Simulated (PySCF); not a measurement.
## Sr₂ at r²SCAN

Computed with r²SCAN; PySCF, scalar-relativistic core potentials, basis sets Sr def2-SVPD with ECP28.

For Sr₂, the state is ¹Σg⁺ (singlet), closed shell and the bond length is 4.610 Å. The harmonic wavenumber is 49.7 cm⁻¹ and the force constant is 0.0640 mdyn/Å. The rotational constant Be is 0.01804 cm⁻¹ and the anharmonicity ωexe is 0.306 cm⁻¹. The vibration–rotation constant αe is 0.000119 cm⁻¹ and the well depth De to Sr + Sr is 0.19 eV. The dissociation energy D0 is 0.19 eV and the HOMO–LUMO gap is 1.42 eV. The bond order (Mayer) is 0.64.

Closed-shell solutions of metal pairs were not tested for spin polarisation, which can lower them a little. The bond is weak. Basis-set superposition, not corrected here, can be much of De in a small basis, most of all at correlated wavefunction levels. Functionals without a dispersion term scatter widely for such bonds, and LDA overbinds them.
